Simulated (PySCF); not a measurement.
Computed shifts of a molecule CH7FOSi2, PySCF with HF/pcSseg-1, GIAO, gas phase, atoms alike by connectivity averaged where their shifts nearly agree, in ppm (number of nuclei): ²⁹Si: -17.0 (1), -35.6 (1). ¹⁹F: -135.3 (1). ¹³C: 1.5 (1). ¹H: 4.81 (2), 4.65 (2), 0.82 (3). References: ²⁹Si against TMS (σ = 393.8 ppm); ¹⁹F against CFCl3 (σ = 238.5 ppm); ¹⁷O against H2O (σ = 333.0 ppm); ¹³C against TMS (σ = 192.6 ppm); ¹H against TMS (σ = 31.99 ppm), references at their B3LYP-D3(BJ)/def2-TZVP geometries, non-relativistic. The structure is a stationary point at ωB97X-D3(BJ)/def2-SVP. Other conformers were not sampled.

Question: Which molecule gave these data?
A) C[Si@@](O)(F)[SiH3]
B) C[SiH2]O[SiH2]F
C) C[Si@@H](F)[SiH2]O
D) O[SiH2]C[SiH2]F

Answer: B, C[SiH2]O[SiH2]F
